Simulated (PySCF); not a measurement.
## Vibration and rotation of CaCd⁺

UHF constants of CaCd⁺, ²Σ⁺ (doublet), unpaired electrons σ ↑ (Ca def2-SVP, Cd def2-SVP with ECP28; scalar-relativistic core potentials (PySCF 2.14); masses 39.9626 and 113.9034 u):

* ωe: 90.1 cm⁻¹
* ωexe: 0.62 cm⁻¹
* Be: 0.044309 cm⁻¹
* αe: 0.000348 cm⁻¹
* De to Ca⁺ + Cd: 0.375 eV

Question: What force constant and bond length do these constants imply?

Answer: Reduced mass μred = 29.583 u; k = 5.8918×10⁻⁷·μred·ωe² (u, cm⁻¹, mdyn/Å) = 0.141 mdyn/Å; Re = √(16.8576/(μred·Be)) (u, cm⁻¹, Å) = 3.586 Å.

Question: Estimate the centrifugal constant D from the Kratzer relation and find the Dunham coefficient a1.

Answer: D = 4Be³/ωe² = 4.29e-08 cm⁻¹; a1 = −1 − αeωe/(6Be²) = -3.66.

Spin–orbit coupling is left out. For an ion De counts to the pair picked by the measured ionisation energies or electron affinities, which need not be the lowest pair at this level. Hartree–Fock leaves out correlation, which carries a large part of most bond energies and some tenths to 1 eV of ionisation energies. The state was picked by a PBE0 search and need not be the measured ground state.
